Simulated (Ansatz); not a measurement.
CH7O2Si2, SMILES `O[SiH]C[SiH2]O` radical at its PBE0-D4/def2-TZVP geometry, where that method's forces vanish. Total charge 0; spin multiplicity 2.

```xyz
12

O    -0.6530    1.2371   -1.7871
Si   -1.5765    0.0463   -1.1255
C    -0.5304   -1.0892   -0.0424
Si    0.7228   -0.1887    0.9861
O     1.5934    0.7195   -0.1062
H     0.2704    1.2425   -1.4993
H    -2.6565    0.6653   -0.2923
H    -1.2077   -1.6479    0.6130
H    -0.0058   -1.8196   -0.6673
H     1.6503   -1.1010    1.7132
H     0.0651    0.6963    1.9860
H     2.3280    1.2395    0.2217
```

Q: What forces (eV/Å) does r2SCAN-D4/def2-TZVPP give on these atoms in Ansatz? (Estimate.)

A: The calculation gave: 
```
O1   0.035  0.068 -0.027
Si2 -0.060 -0.034  0.012
C3  -0.011 -0.006  0.021
Si4 -0.015 -0.016  0.054
O5  -0.001  0.005 -0.044
H6   0.009  0.000 -0.012
H7   0.009 -0.006 -0.001
H8   0.018 -0.015 -0.011
H9  -0.003 -0.006  0.014
H10 -0.013  0.013 -0.005
H11  0.003 -0.018 -0.011
H12  0.030  0.017  0.009
```
